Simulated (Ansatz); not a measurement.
## Match the barriers

Saddle point of BH₃BrClO₂, closed shell (BH₂BrO₂ ([OH][B]([OH])[Br]) + HCl → BH₂ClO₂ ([OH][B]([OH])[Cl]) + HBr; bonds formed: B1–Cl6, Br2–H5; bonds broken: B1–Br2, H5–Cl6), PBE0-D4/def2-TZVP structure:

```json
{"atom": "B1", "x (Å)": "-0.4111", "y (Å)": "-0.0690", "z (Å)": "0.2715"}
{"atom": "Br2", "x (Å)": "0.7845", "y (Å)": "1.6936", "z (Å)": "-0.7378"}
{"atom": "O3", "x (Å)": "-1.5758", "y (Å)": "-0.2580", "z (Å)": "-0.3660"}
{"atom": "O4", "x (Å)": "-0.3196", "y (Å)": "0.0199", "z (Å)": "1.6066"}
{"atom": "H5", "x (Å)": "1.3790", "y (Å)": "0.0863", "z (Å)": "-0.8903"}
{"atom": "Cl6", "x (Å)": "1.1081", "y (Å)": "-1.3586", "z (Å)": "-0.5145"}
{"atom": "H7", "x (Å)": "-1.5252", "y (Å)": "-0.2892", "z (Å)": "-1.3224"}
{"atom": "H8", "x (Å)": "0.5604", "y (Å)": "0.1750", "z (Å)": "1.9529"}
```

Program: Ansatz 0.2.0. Basis: def2-TZVPP, with def2-QZVPP for the basis limit. Cores are frozen in the correlated methods. Filled d shells of the heavier atoms are correlated. The def2 sets are not built for correlating such inner shells, so the correlated values are less sure here. Extrapolation: Hartree–Fock as exp(−7.88 √X), correlation as X^−2.97. Four methods, as single points on the PBE0-D4 structures, gave these electronic barriers from the start structure: 22.48, 23.95, 28.94, 44.66 kcal/mol.

Problem. The methods were, in alphabetical order, BLYP-D4, HF, MP2, r2SCAN-D4. Which gave which? (A judgement: the text doesn't fix the answer.)

Solution. The calculation gives: r2SCAN-D4 22.48; BLYP-D4 23.95; MP2 28.94; HF 44.66 kcal/mol. For comparison, CCSD(T) at an estimated basis limit (MP2 extrapolated from triple and quadruple zeta, plus CCSD(T) − MP2 in triple zeta) gives 29.99 kcal/mol.

T1 diagnostic: at most 0.011.

Labels in which every atom is bracketed show which atoms are joined, not bond orders.

For scale, one of the runs: CCSD(T)/def2-TZVPP, 225 basis functions, launched by `ansatz run in.yaml --threads 8 --pin off --events-out ev --progress --plain --max-ram 19148MiB`. The run took 85 s on 8 CPU threads of an Arm Neoverse V2 (shared host), with 4 GiB of host memory at its peak.
